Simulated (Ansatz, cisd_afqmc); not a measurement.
System: As, charge 1, triplet.

Total energies in aug-cc-pVDZ, 4 correlated electrons, 14 frozen orbitals. Open shells are spin-unrestricted; no spin-orbit coupling. Correlated methods leave the cores frozen (noble-gas shells, and filled d and f shells in the p block). No relativity. AFQMC is phaseless with a CISD trial state; ± is one standard error, without the phaseless bias. Outlying blocks are dropped, and bars are widened where a walk drifts. Over all cases where full CI ran beside it in this data, AFQMC minus full CI had a median of +0.1 mEh and passed +0.4 mEh in a tenth of the cases.

```
method         program          energy (Eh)  minus CCSDTQ (mEh)
----------  ----------  -------------------  ------------------
HF              Ansatz          -2233.82032               61.32
MP2             Ansatz          -2233.86368               17.96
CCSD            Ansatz          -2233.88059                1.05
CCSD(T)         Ansatz          -2233.88135                0.29
CCSDT(Q)        Ansatz          -2233.88163                0.01
CCSDTQ          Ansatz          -2233.88164                0.00
AFQMC/CISD  cisd_afqmc  -2233.8816 ± 0.0001           0.1 ± 0.1
```

Ansatz is an electronic-structure program.
